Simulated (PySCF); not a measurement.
Compound: C₃H₂F₂N₂O₂.
Cartesian coordinates in Å at the GFN2-xTB level; atoms count from 1:
```
atom  x, y, z in Å
F1    -2.862    0.103   -1.114
C2    -1.898    0.124   -0.195
F3    -2.441   -0.313    0.951
O4    -0.907   -0.742   -0.607
C5     0.329   -0.431   -0.235
N6     0.735    0.615    0.414
C7     2.077    0.394    0.485
N8     2.451   -0.706   -0.081
O9     1.306   -1.269   -0.565
H10   -1.537    1.156   -0.045
H11    2.752    1.071    0.965
```

PySCF, density fitting, gas phase, GFN2-xTB geometry. The standard run uses grid level 2 after a coarse-grid start, the def2-universal JK fitting basis (with tight functions added where the orbital basis needs them), an energy threshold of 1e-9 Eh and DIIS. The changed runs have no coarse-grid stage.

Q: Standard PBE0/def2-SVPD: E = -574.118244 Eh, HOMO -8.667 eV, LUMO -0.976 eV, dipole 2.031 D, 15 cycles (coarse-grid cycles included). What changes at PBE0/def2-SVPD with: damping 2.0 at the start, DIIS from the seventh cycle, at most 70 cycles?

A: E = -574.118244 Eh (0.000 mEh), HOMO -8.667 eV (0.000), LUMO -0.976 eV (0.000), dipole 2.031 D (0.000), 25 SCF cycles. The result matches the standard run within 0.02 mEh and 0.003 eV; such settings steer the iterations and don't enter the energy expression.

The cycles:
```
cycle   1  E = -573.9579827569  dE =  2.039e+00  |g| = 9.236e-01  |ddm| = 4.875e+00
cycle   2  E = -572.5950787831  dE =  1.363e+00  |g| = 2.782e+00  |ddm| = 1.996e+00
cycle   3  E = -561.1553830014  dE =  1.144e+01  |g| = 7.108e+00  |ddm| = 7.868e+00
cycle   4  E = -531.3008494721  dE =  2.985e+01  |g| = 1.224e+01  |ddm| = 3.638e+01
cycle   5  E = -417.0835768969  dE =  1.142e+02  |g| = 1.523e+01  |ddm| = 2.115e+02
cycle   6  E = -432.0596645817  dE = -1.498e+01  |g| = 1.988e+01  |ddm| = 3.821e+02
cycle   7  E = -247.1783029142  dE =  1.849e+02  |g| = 2.203e+01  |ddm| = 3.544e+02
cycle   8  E = -403.4992946850  dE = -1.563e+02  |g| = 1.643e+01  |ddm| = 1.552e+02
cycle   9  E = -399.2734551049  dE =  4.226e+00  |g| = 1.619e+01  |ddm| = 7.539e+01
cycle  10  E = -551.9160332108  dE = -1.526e+02  |g| = 7.723e+00  |ddm| = 5.225e+01
... (5 lines left out)
cycle  16  E = -574.1163848732  dE = -1.594e-02  |g| = 1.022e-01  |ddm| = 3.709e-01
cycle  17  E = -574.1179435623  dE = -1.559e-03  |g| = 3.390e-02  |ddm| = 8.981e-02
cycle  18  E = -574.1181939293  dE = -2.504e-04  |g| = 1.554e-02  |ddm| = 4.212e-02
cycle  19  E = -574.1182398297  dE = -4.590e-05  |g| = 4.856e-03  |ddm| = 1.912e-02
cycle  20  E = -574.1182438455  dE = -4.016e-06  |g| = 1.443e-03  |ddm| = 6.144e-03
cycle  21  E = -574.1182442283  dE = -3.828e-07  |g| = 4.754e-04  |ddm| = 2.659e-03
cycle  22  E = -574.1182442719  dE = -4.368e-08  |g| = 1.289e-04  |ddm| = 8.338e-04
cycle  23  E = -574.1182442750  dE = -3.012e-09  |g| = 3.640e-05  |ddm| = 1.783e-04
cycle  24  E = -574.1182442750  dE = -4.661e-11  |g| = 3.351e-05  |ddm| = 7.283e-05
cycle  25  E = -574.1182442752  dE = -2.306e-10  |g| = 6.505e-06  |ddm| = 4.258e-05
```
